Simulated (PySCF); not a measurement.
Molecule: Si(H)2(Et)(NMe2), SMILES CC[SiH2]N(C)C (C4H13NSi). Atoms near the plane z = 1.5 Å, at the GFN2-xTB optimised geometry (x, y, z in Å): Si1 (-0.4, -0.5, 0.0), C2 (-1.0, 1.3, 0.0), N4 (1.3, -0.5, 0.0), C5 (2.1, 0.5, 0.7), C6 (2.0, -1.7, -0.2), H8 (-1.0, -1.2, 1.1), H9 (-0.8, 1.8, 1.0), H11 (-2.8, 2.4, -0.3), H12 (-3.1, 0.8, 0.4), H14 (2.4, 0.1, 1.7), H15 (3.1, 0.7, 0.2), H16 (1.6, 1.4, 0.8), H19 (2.3, -2.2, 0.7).

Method: B3LYP/def2-SVP (PySCF 2.14.0). The values are rescaled to run from 0 to 1.

```
|%%%%%%%%%%%%%%%%%%%%%%%%%%%|
|%%%%%%%%%%%%%%%%%%%%%%%%%%%|
|%%%%%%%%%%%%%%%%%%%%%%%%%%%|
|%%%%%%%%%%%%%%%%%%%%%%%%%%%|
|%%%%%%%%%%%%%%%%%%%%%%%%%%%|
|%%%%%%%%%%%%%%%%%%%%%%%%%%%|
|%%%%%%%%%%%%%%%%%%%%%%%%%%%|
|%%%%%%%%%%%%%%%%%%%%%%%%%%%|
|%%%%%%%%%%%@%%%%%%%%%%%%%%%|
|%%%%%%%%%%@@@%%%%@@%%%%%%%%|
|%%%%%%%%%%%@%%%%@@@@%%%%%%%|
|%%%%%%%%%%%%%%%%@@@@@%%%%%%|
|%%%%%%%%%%%%%%%%@@==@%%%%%%|
|%%%%%%%%%%%%%%%%@@. @%%%%%%|
|%%%%%%%%%%%%%%%%@@@@@%%%%%%|
|%%%%%%%%%%@@%%%%%%@%%%%%%%%|
|%%%%%%%%%%%#@%%%%%%%%%%%%%%|
|%%%%%%%%%%@@%%%%%%%%%%%%%%%|
|%%%%%%%%%%%%%%%%%%%%%%%%%%%|
|%%%%%%%%%%%%%%%%%%%%%%%%%%%|
|%%%%%%%%%%%%%%%%%%%%%%%%%%%|
|%%%%%%%%%%%%%%%%%%%%%%%%%%%|
|%%%%%%%%%%%%%%%%%%%%%%%%%%%|
|%%%%%%%%%%%%%%%%%%%%%%%%%%%|
|%%%%%%%%%%%%%%%%%%%%%%%%%%%|
|%%%%%%%%%%%%%%%%%%%%%%%%%%%|
|%%%%%%%%%%%%%%%%%%%%%%%%%%%|
```
Scale: ten equal steps from 0.000 (start of ' ') to 1.00 (end of '@'), in the order ' .:-=+*#%@'; x runs from -5.50 to 5.50, y from -5.50 (bottom) to 5.50 (top).

Task: Which quantity is mapped?
(A) deformation density (molecule minus spherical neutral atoms)
(B) electrostatic potential
(C) Laplacian of the electron density
(D) electron localisation function

Result: C, Laplacian of the electron density. In full: Laplacian of the electron density (e/bohr⁵).
